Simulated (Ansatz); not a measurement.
A structure relaxed at PBE0-D4/def2-TZVP in Ansatz, charge 1, doublet:

```xyz
6

Cs   -1.632    0.085    0.562
Cs    3.129    1.712    1.918
Cs    1.556    3.377   -1.850
H     0.662    1.492    0.280
H    -2.219   -3.339   -0.362
H    -1.496   -3.325   -0.549
```

(1) Give its formula.

(2) Summarise the bond lengths by kind (pairs closer than 1.2 times the sum of covalent radii, bridged metal pairs left out).

## Answers

(1) the cluster Cs₃H₃⁺.

(2) 3 × Cs–H 2.71 to 2.98 Å.

In the def2 sets Cs takes a core potential; there is no spin–orbit coupling. In the doublet, H5 and H6 lie 0.75 Å apart (atoms count from 1), so H2 has formed as a molecule. Another isomer (doublet) lies 0.13 eV lower at PBE0-D4/def2-TZVP; other spin states weren't run for this one.
